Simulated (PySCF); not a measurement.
## TiF⁻ from Hartree–Fock to correlated methods

State: triplet, unpaired electrons π ↑, δ ↑, a mixture of terms (⟨Lz²⟩ = 4.9). Set-up: Ti def2-TZVPPD, F def2-TZVPPD; no relativity (PySCF 2.14). De refers to Ti (3d2 4s2) + F⁻ in their high-spin ground configurations, without counterpoise correction. The functionals are run spin-unrestricted. A positive dipole points towards F; it is taken about the centre of mass and depends on that origin.

```tsv
Level	Re (Å)	ωe (cm⁻¹)	De (eV)	μ (D)
ROHF	1.946	531	n/a	3.16
ROHF-MP2	1.907	537	n/a	n/a
ROHF-SCS-MP2	1.922	527	n/a	n/a
ROHF-CCSD	1.906	549	n/a	n/a
ROHF-CCSD(T)	1.897	552	3.26	n/a
PBE	1.852	568	n/a	2.72
PBEsol	1.827	595	n/a	2.85
PW91	1.851	571	n/a	2.64
B3LYP	1.884	554	n/a	2.30
PBE0	1.872	566	n/a	2.78
B97-3	1.892	545	n/a	2.64
CAM-B3LYP	1.885	559	n/a	2.38
B2PLYP	1.894	549	n/a	2.63
```

(1) What does a quarter of exact exchange do here, going from PBE to PBE0?

(2) What does the triples do here, going from ROHF-CCSD to ROHF-CCSD(T)?

Correlated steps freeze 6 core orbitals. De is left out where the level can put another filling of the metal’s s and d shells below the measured ground configuration, by anything from nothing to about 1 eV. For an ion De counts to the pair picked by the measured ionisation energies or electron affinities, which need not be the lowest pair at this level. The highest Kohn–Sham level is positive in this anion. Much of that is self-interaction error, but it also means that the finite basis helps to hold the extra electron. B2PLYP dipoles, levels and charges come from its SCF part alone. The state is the lowest single determinant that the PBE0 search found; with open d or f shells the true ground state can be another one.

The whole job (state search and all levels along the bond) took about 23 min on 2 threads of AMD EPYC 7R43 64-Core (shared host), peak memory 6.1 GiB.

## Answers

(1) PBE0 less PBE: +2.0 pm in Re, -0.4 % in ωe. Exact exchange removes part of the self-interaction that spreads semilocal densities, and in most molecules shortens and stiffens the bond and lowers De; here Re and ωe go the other way.

(2) ROHF-CCSD(T) less ROHF-CCSD: -0.9 pm in Re, +0.5 % in ωe. Correlation nearly always deepens the well. The bond shortens, as in weak, metallic or heavy-atom bonds, where dispersion and the correlation of outer-core electrons pull the atoms together.
